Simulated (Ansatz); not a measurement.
Mg₅S₄I₂⁺, relaxed as a doublet with UKS r2SCAN-D4/def2-SVP in Ansatz, starting from the r2SCAN-D4/def2-SVP geometry of the neutral singlet. Force threshold 0.03 eV/Å.

In the def2 sets I takes a core potential; there is no spin–orbit coupling. The gap within one spin of the relaxed charge 1 doublet nearly closes, so an electron or hole may be smeared out by delocalisation error. The relaxation made no stability test and no search for a lower SCF solution.

Start:

```xyz
11

S    -0.576    0.268    2.743
S     1.362   -0.087   -0.448
S    -2.608   -1.842   -0.417
S    -1.120    2.046   -1.535
Mg   -1.692   -1.676    1.691
Mg    1.250   -0.996    1.761
Mg   -0.412    1.434    0.675
Mg    1.250    1.864   -2.012
Mg   -1.067   -0.429   -1.404
I     0.477   -3.518    2.350
I     3.135    2.935   -3.403
```

```tsv
step	energy (eV)	largest force component (eV/Å)	SCF passes
1	-86752.4684	0.962	53
2	-86752.6064	0.319	34
3	-86752.6493	0.122	32
4	-86752.6590	0.116	31
5	-86752.6637	0.056	30
6	-86752.6647	0.036	29
7	-86752.6648	0.034	29
8	-86752.6652	0.006	30
```

Force components are those of the run's own axes.

End:

| atom | x (Å) | y (Å) | z (Å) |
| --- | --- | --- | --- |
| S1 | -0.564 | 0.316 | 2.726 |
| S2 | 1.406 | -0.067 | -0.438 |
| S3 | -2.513 | -1.933 | -0.357 |
| S4 | -1.157 | 1.942 | -1.552 |
| Mg5 | -1.763 | -1.615 | 1.911 |
| Mg6 | 1.245 | -1.017 | 1.768 |
| Mg7 | -0.356 | 1.516 | 0.681 |
| Mg8 | 1.227 | 1.863 | -2.060 |
| Mg9 | -0.900 | -0.482 | -1.395 |
| I10 | 0.268 | -3.545 | 2.122 |
| I11 | 3.107 | 3.022 | -3.406 |

By distances, no bond broke or formed. The bond that changes most is Mg5–I10, from 2.92 to 2.81 Å (atoms count from 1).

No frequencies were taken in this run, so the end may be a saddle point.

Run time 3.9 min (4 threads of Arm Neoverse V1 on a shared host), peak host memory 0.59 GiB.
